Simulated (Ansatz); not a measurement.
`[F][Zr]([F])([F])[I]` + `N=C=O` → `O=C=[N][Zr]([F])([F])[F]` + HI at 298.15 K and 1 bar (ligand exchange at a Zr–I bond).

Calculated with Ansatz (gas phase, PBE0-D4/def2-TZVP geometries, no zero-point term in ΔE). CCSD(T)/CBS is the MP2 limit (def2-TZVPP, def2-QZVPP) plus CCSD(T) − MP2 in def2-TZVPP, frozen cores. This one scheme is used for every species. Elements past krypton have def2 core potentials. For I, Zr outer-core shells are correlated without core-valence functions, which leaves a few kJ/mol of doubt a bond. Each species was taken in one conformer, which may not be the lowest.

```csv
species,CCSD(T)/CBS energy (Eh),H − E (kJ/mol),S (J/(mol·K))
`[F][Zr]([F])([F])[I]`,-644.12135,38.9,365.0
`N=C=O`,-168.51995,67.5,238.3
`O=C=[N][Zr]([F])([F])[F]`,-514.59914,76.0,390.1
HI,-298.03592,22.7,206.5
```

H − E and S are ideal-gas, rigid-rotor, harmonic terms from PBE0-D4/def2-TZVP, for one conformer and one mirror image of each species. 1 Eh = 2625.50 kJ/mol, R = 8.31446 J/(mol·K).

Problem. By hand: ΔE, ΔH, ΔS and ΔG.

Solution. ΔE = (-514.59914) + (-298.03592) − (-644.12135) − (-168.51995) = 0.00624 Eh = 16.4 kJ/mol. Δ(H − E) = 76.0 + 22.7 − 38.9 − 67.5 = -7.7, so ΔH = 8.7 kJ/mol. ΔS = 390.1 + 206.5 − 365.0 − 238.3 = -6.7 J/(mol·K). ΔG = 8.7 − 298.15 × (-6.7)/1000 = 10.7 kJ/mol.

Problem. By hand: the equilibrium constant, and the temperature at which ΔG would vanish if ΔH and ΔS stayed fixed.

Solution. log₁₀ K = −ΔG/(RT ln 10) = -1.9. ΔH and −TΔS have one sign here, so there is no such temperature.

The number of gas molecules stays the same, so ΔS is small and ΔH decides. A doubt of 5 kJ/mol in ΔE shifts log₁₀ K by 0.9 here. Other conformers and mirror images would add mixing entropy, several J/(mol·K) or more a flexible species. Modes under 60 cm⁻¹, often nearly free rotors, make the harmonic entropy too high. These are equilibria of isolated gas molecules and say nothing of rates. Largest T1 diagnostic: 0.018 (customary marks: 0.02 for closed shells, 0.045 for open ones).

ΔS is within the doubt of such terms, so its sign, and with it that verdict, could turn.
